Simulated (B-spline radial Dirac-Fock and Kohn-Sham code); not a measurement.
**Satellites and hypersatellites of the K lines of Tb²⁺**

System: terbium as Tb²⁺ in the configuration 1s2 2s2 2p6 3s2 3p6 3d10 4s2 4p6 4d10 4f9 5s2 5p6, inside a Watson sphere of charge -2 and radius 2.7 Å (a model of the Madelung potential; inside it an electron's potential energy is raised by 10.7 eV).

The computed values come from a radial B-spline solver: multi-electron Dirac-Fock with separately optimised hole states, Breit and Lamb-shift corrections added in first order. Each two-hole energy is an average over J within one jj subconfiguration, not an observable level; in light atoms, where LS coupling holds, the j-resolved values are not observed lines, and for a K spectator the Kα1 hypersatellite is nearly forbidden. Correlation energy is missing from these numbers.

Lines without a spectator: Kα2 (K-L2) 43741.9 eV, Kα1 (K-L3) 44479.9 eV, Kβ3 (K-M2) 50226.8 eV, Kβ1 (K-M3) 50381.6 eV. Shifts in eV with one spectator hole (a dash: not computed, or left out as unreliable):

```
spectator hole     Kα2     Kα1      Kβ3      Kβ1
        K (1s)  +813.5  +859.6  +1048.2  +1058.7
    L2 (2p1/2)   +98.7  +129.2        –   +257.0
    L3 (2p3/2)   +83.1   +87.7   +207.6        –
    M2 (3p1/2)       –  +18.94    +39.0    +46.3
    M3 (3p3/2)  +11.78       –    +35.8    +35.7
    M4 (3d3/2)   +3.78   +0.44        –        –
    M5 (3d5/2)   -0.85   +2.36        –        –
```
